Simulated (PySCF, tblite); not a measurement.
Compound: C7H16B2.
SMILES: `CB(C)[C@H]1CBCCC1`

Jobs on this species (25 atoms, 68 electrons) with PySCF (density fitting) and tblite. Hardware of each: one thread of an Arm Neoverse V2, shared host. The host was shared with other jobs, so the times are rough.

Question: Rank these jobs by wall time, shortest first.
A. GFN2-xTB; L-BFGS relaxation
B. PBE0-D3(BJ)/def2-SVP, grid level 1; geometry optimisation from a GFN2-xTB start shaken at random; 206 basis functions
C. mPW1PW91/pcSseg-1; shieldings, ring-centre shieldings; 233 basis functions
D. CAM-B3LYP/def2-SVPD; 10 singlets by full TDDFT, 4 Tamm–Dancoff triplets, polarisability, ΔSCF ions; 308 basis functions

Answer: A (1.1 s), C (45 s), B (3.6 min), D (10 min).

All jobs:

```tsv
level and settings	work	basis functions	SCF cycles	wall time
GFN2-xTB	Hessian by finite differences	–	–	0.9 s
GFN2-xTB	L-BFGS relaxation	–	–	1.1 s
mPW1PW91/pcSseg-1	shieldings, ring-centre shieldings	233	12	45 s
PBE0/pcSseg-1	shieldings, ring-centre shieldings, charges and field gradients	233	12	47 s
PBE0-D3(BJ)/def2-SVP, grid level 1	geometry optimisation from a GFN2-xTB start shaken at random	206	59	3.6 min
CAM-B3LYP/def2-SVPD	10 singlets by full TDDFT, 4 Tamm–Dancoff triplets, polarisability, ΔSCF ions	308	12	10 min
```

Question: What do all jobs in the table cost together?

Answer: About 15 min; the longest takes about 66 % of that, and about 670 times as long as the shortest.
